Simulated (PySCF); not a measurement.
Al(F)(Me)(NHMe) (C2H7AlFN), SMILES C[NH][Al]([CH3])[F]. Atoms are numbered in the order given.

```xyz
12

Al    -0.1051     0.5216     0.0000
F     -1.3515     1.6386     0.0000
C      1.7438     1.1197     0.0000
H      2.4596     0.2822     0.0000
H      1.9543     1.7432     0.8854
H      1.9543     1.7432    -0.8854
N     -0.6121    -1.1769     0.0000
C      0.2066    -2.3758     0.0000
H     -1.6064    -1.3927     0.0000
H      0.0371    -3.0110    -0.8905
H      0.0371    -3.0110     0.8905
H      1.2758    -2.1082     0.0000
```
Charge 0, spin multiplicity 1.

Coordinates come from a B3LYP-D3(BJ)/def2-SVP optimisation. The structure was generated by enumeration; whether it is a known compound was not checked. One conformer was computed; it need not be the lowest.

Two levels are set side by side: PBE/pcSseg-1 (PySCF) and PBE0/pcSseg-1 (PySCF). GIAO shifts against CFCl3 (¹⁹F), NH3 (¹⁵N), TMS (¹H), TMS (¹³C) at the same level; non-relativistic, no solvent, atoms listed together averaged. Differences are taken from unrounded values.

| quantity | PBE |
|---|---|
| δ(¹⁹F) of F2 (ppm) | -194.2 |
| δ(¹³C) of C3 (ppm) | -19.6 |
| δ(¹H) of H4, H5, H6 (ppm) | -0.08 |
| δ(¹⁵N) of N7 (ppm) | 55.5 |
| δ(¹³C) of C8 (ppm) | 35.0 |
| δ(¹H) of H9 (ppm) | 1.34 |

Question: These are the PBE values. What does PBE0 give? (The exact figures need the calculation; the answer reports its results.)

Answer: 
```tsv
quantity	PBE0	PBE minus PBE0
δ(¹⁹F) of F2 (ppm)	-180.8	-13.4
δ(¹³C) of C3 (ppm)	-18.5	-1.1
δ(¹H) of H4, H5, H6 (ppm)	-0.04	-0.03
δ(¹⁵N) of N7 (ppm)	43.7	11.8
δ(¹³C) of C8 (ppm)	33.6	1.4
δ(¹H) of H9 (ppm)	1.09	0.25
```

Rough cost on one machine, each run with all the roots and properties that it gave: PBE0 against PBE within a factor of 2.
